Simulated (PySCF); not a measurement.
**MH₃ across group 15**

Level: B3LYP, basis family def2-TZVP, no relativity.

Each entry is the lowest minimum that a search over a few typed start shapes (and spin states, where more than one is plausible) found, or that minimum re-optimised at the stated level; isomers with ligand–ligand bonds, or fragments after loss of a ligand pair, can lie lower. Open shells are unrestricted; no spin–orbit coupling; PySCF with density fitting.

```csv
molecule,2S+1,point group,mean bond to the central atom (Å),polar-tensor charge of the central atom,lowest ω (cm⁻¹),gap (eV),highest ω (cm⁻¹)
NH₃,1,C3v,1.014,-0.45,1026,7.94,3586
PH₃,1,C3v,1.419,0.29,1022,8.16,2396
AsH₃,?,?,?,?,?,?,?
```

Question: Fill in the row of AsH₃.

Answer: 2S+1: 1; point group: C3v; mean bond to the central atom (Å): 1.525; polar-tensor charge of the central atom: 0.42; lowest ω (cm⁻¹): 934; gap (eV): 8.03; highest ω (cm⁻¹): 2189.

The bond lengthens at every step; the largest change, 0.405 Å, falls between NH₃ and PH₃ among the members listed.

Left out of the table are members whose search was unfinished or whose lowest solution was spin-contaminated, unstable, very soft or bonded differently.
